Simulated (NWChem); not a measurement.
System: TeF4; SMILES F[Te](F)(F)F

NWChem input:

```
start job
memory heap 200 mb stack 900 mb global 1100 mb
geometry units angstroms noautoz
  Te    -0.000000    -0.000000     0.298040
  F      1.451781     0.009677    -0.912608
  F      0.012818    -1.922863     0.037212
  F     -1.451781    -0.009677    -0.912608
  F     -0.012817     1.922863     0.037212
end
basis spherical
  Te library def2-svp
  F library def2-svp
end
ecp
  Te library def2-ecp
end
dft
  xc m06-l
  grid coarse
  iterations 150
  mulliken
end
task dft gradient
```

Output (shortened):

```
             Northwest Computational Chemistry Package (NWChem) 7.3.0
             --------------------------------------------------------

 C2V symmetry detected

                             Geometry "geometry" -> ""
                             -------------------------

 Output coordinates in angstroms (scale by  1.889725989 to convert to a.u.)

  No.       Tag          Charge          X              Y              Z
 ---- ---------------- ---------- -------------- -------------- --------------
    1 Te                  52.0000     0.00000000     0.00000000     0.30098373
    2 F                    9.0000     1.45181325     0.00000000    -0.90966427
    3 F                    9.0000     0.00000000    -1.92290572     0.04015573
    4 F                    9.0000    -1.45181325     0.00000000    -0.90966427
    5 F                    9.0000     0.00000000     1.92290572     0.04015573

 Effective nuclear repulsion energy (a.u.)     609.3753374553

      Symmetry information
      --------------------

 Group name             C2v
 Group number             16
 Group order               4
 No. of unique centers     3

                                 NWChem DFT Module
                                 -----------------

 Summary of "ao basis" -> "ao basis" (spherical)
 ------------------------------------------------------------------------------
       Tag                 Description            Shells   Functions and Types
 ---------------- ------------------------------  ------  ---------------------
 Te                         def2-svp                10       26   4s4p2d
 F                          def2-svp                 6       14   3s2p1d

      Symmetry analysis of basis
      --------------------------

        a1         32
        a2         10
        b1         20
        b2         20

            General Information
            -------------------
          SCF calculation type: DFT
          Wavefunction type:  closed shell.
          No. of atoms     :     5
          No. of electrons :    60
           Alpha electrons :    30
            Beta electrons :    30
          Charge           :     0
          Spin multiplicity:     1
          Use of symmetry is: on ; symmetry adaption is: on
          Maximum number of iterations: 150
          AO basis - number of functions:    82
                     number of shells:    34
          Convergence on energy requested:  1.00D-06
          Convergence on density requested:  1.00D-05
          Convergence on gradient requested:  5.00D-04

              XC Information
              --------------
                        M06-L Method XC Functional
                         M06-L Exchange Functional  1.000
                       M06-L Correlation Potential  1.000

             Grid Information
             ----------------
          Grid used for XC integration:  coarse
          Radial quadrature: Mura-Knowles
          Angular quadrature: Lebedev.
          Tag              B.-S. Rad. Rad. Pts. Rad. Cut. Ang. Pts.
          ---              ---------- --------- --------- ---------
          Te                  1.40      104           6.0       302
          F                   0.50       35           8.0       302
          Grid pruning is: on
          Number of quadrature shells:   174
          Spatial weights used:  Erf1

      Superposition of Atomic Density Guess
      -------------------------------------

 Sum of atomic energies:        -708.39376387

      Non-variational initial energy
      ------------------------------

 Total energy =    -664.245872
 1-e energy   =   -1683.831921
 2-e energy   =     688.738881
 HOMO         =      -0.388935
 LUMO         =      -0.033804

      Symmetry analysis of molecular orbitals - initial
      -------------------------------------------------

  Numbering of irreducible representations:

     1 a1          2 a2          3 b1          4 b2

  Orbital symmetries:

     1 a1          2 b1          3 b2          4 a1          5 a1
     6 b2          7 b1          8 a1          9 a1         10 b1
    11 b2         12 a2         13 a1         14 a1         15 b2
    16 b1         17 a1         18 a1         19 b2         20 b1
    21 a1         22 a2         23 b2         24 a1         25 b1
    26 b1         27 a1         28 b2         29 a2         30 a1
    31 b1         32 a1         33 b2         34 a1         35 a1
    36 b1         37 b2         38 a1         39 a2         40 b2

     ---------------------------------------------
      Total Density - Mulliken Population Analysis
     ---------------------------------------------

    Atom       Charge   Shell Charges
 -----------   ------   -------------------------------------------------------
    1 Te  24    21.38   1.77  0.27  1.19  0.59  2.95  3.07  0.87  0.43  9.86  0.38
    2 F    9     9.62   1.99  1.14  0.81  3.47  2.20  0.00
    3 F    9     9.69   1.99  1.15  0.81  3.52  2.22  0.00
    4 F    9     9.62   1.99  1.14  0.81  3.47  2.20  0.00
    5 F    9     9.69   1.99  1.15  0.81  3.52  2.22  0.00

   convergence    iter        energy       DeltaE   RMS-Dens  Diis-err
 ---------------- ----- ----------------- --------- --------- ---------
 d= 0,ls=0.0,diis     1   -666.9986101199 -9.98D+02  3.74D-02  1.71D+00
 d= 0,ls=0.0,diis     2   -666.2499679752  7.49D-01  2.28D-02  9.55D+00
 d= 0,ls=0.0,diis     3   -667.1972418079 -9.47D-01  4.24D-03  1.31D-01
 d= 0,ls=0.0,diis     4   -667.2018756657 -4.63D-03  1.91D-03  8.41D-02
 d= 0,ls=0.0,diis     5   -667.2080959525 -6.22D-03  6.78D-04  1.96D-03
  Resetting Diis
 d= 0,ls=0.0,diis     6   -667.2083382898 -2.42D-04  2.75D-04  5.96D-05
 d= 0,ls=0.0,diis     7   -667.2083515678 -1.33D-05  7.55D-05  1.07D-05
 d= 0,ls=0.0,diis     8   -667.2083481577  3.41D-06  4.47D-05  4.78D-05
 d= 0,ls=0.0,diis     9   -667.2083526676 -4.51D-06  5.14D-06  1.12D-07
 d= 0,ls=0.0,diis    10   -667.2083526685 -9.38D-10  2.27D-06  1.25D-07

         Total DFT energy =     -667.208352668519
      One electron energy =    -1682.649865398859
           Coulomb energy =      747.497317996262
    Exchange-Corr. energy =      -62.902973240445
 Nuclear repulsion energy =      330.847167974524

 Numeric. integr. density =       60.000150611978

                  Occupations of the irreducible representations
                  ----------------------------------------------

                     irrep           alpha         beta
                     --------     --------     --------
                     a1               13.0         13.0
                     a2                3.0          3.0
                     b1                7.0          7.0
                     b2                7.0          7.0

                       DFT Final Molecular Orbital Analysis
                       ------------------------------------

 Vector   28  Occ=2.000000D+00  E=-3.573866D-01  Symmetry=b2
              MO Center= -9.1D-15, -6.0D-14, -1.2D-01, r^2= 4.0D+00
   Bfn.  Coefficient  Atom+Function         Bfn.  Coefficient  Atom+Function
  ----- ------------  ---------------      ----- ------------  ---------------
    46      0.387880  3 F  pz                74     -0.387880  5 F  pz
    49     -0.278346  3 F  pz                77      0.278346  5 F  pz
    31     -0.223786  2 F  py                59     -0.223786  4 F  py
    45     -0.153163  3 F  py                73     -0.153163  5 F  py
    34      0.149795  2 F  py                62      0.149795  4 F  py

 Vector   29  Occ=2.000000D+00  E=-3.529454D-01  Symmetry=a2
              MO Center= -5.2D-15,  2.1D-15, -1.9D-01, r^2= 3.9D+00
   Bfn.  Coefficient  Atom+Function         Bfn.  Coefficient  Atom+Function
  ----- ------------  ---------------      ----- ------------  ---------------
    44      0.410823  3 F  px                72     -0.410823  5 F  px
    47     -0.294508  3 F  px                75      0.294508  5 F  px
    31      0.245378  2 F  py                59     -0.245378  4 F  py
    34     -0.172078  2 F  py                62      0.172078  4 F  py
    22      0.053785  1 Te d -2              17     -0.033936  1 Te d -2

 Vector   30  Occ=2.000000D+00  E=-3.203783D-01  Symmetry=a1
              MO Center= -3.5D-16, -1.3D-14,  2.2D-01, r^2= 3.6D+00
   Bfn.  Coefficient  Atom+Function         Bfn.  Coefficient  Atom+Function
  ----- ------------  ---------------      ----- ------------  ---------------
     3      0.366293  1 Te s                  4      0.290771  1 Te s
    46      0.286643  3 F  pz                74      0.286643  5 F  pz
    45      0.277440  3 F  py                73     -0.277440  5 F  py
    13      0.261478  1 Te pz                49     -0.209085  3 F  pz
    77     -0.209085  5 F  pz                48     -0.195505  3 F  py

 Vector   31  Occ=0.000000D+00  E=-1.289987D-01  Symmetry=b1
              MO Center= -7.6D-16, -3.2D-15,  3.9D-01, r^2= 2.6D+00
   Bfn.  Coefficient  Atom+Function         Bfn.  Coefficient  Atom+Function
  ----- ------------  ---------------      ----- ------------  ---------------
    11      0.641432  1 Te px                14      0.529618  1 Te px
     8     -0.222574  1 Te px                25     -0.222576  1 Te d  1
    32      0.219944  2 F  pz                60     -0.219944  4 F  pz
    35     -0.171556  2 F  pz                63      0.171556  4 F  pz
     5     -0.170467  1 Te px                29     -0.146675  2 F  s

[...]

                         DFT ENERGY GRADIENTS

    atom               coordinates                        gradient
                 x          y          z           x          y          z
   1 Te      0.000000   0.000000   0.568777    0.000000   0.000000  -0.018374
   2 F       2.743529   0.000000  -1.719016   -0.009266   0.000000   0.008046
   3 F       0.000000  -3.633765   0.075883    0.000000   0.009412   0.001141
   4 F      -2.743529   0.000000  -1.719016    0.009266   0.000000   0.008046
   5 F       0.000000   3.633765   0.075883   -0.000000  -0.009412   0.001141
```

Level: M06-L/def2-SVP with def2 effective core potentials on Te. The geometry was optimised at PBE0/def2-SVP. def2 effective core potentials on Te; no spin-orbit coupling.
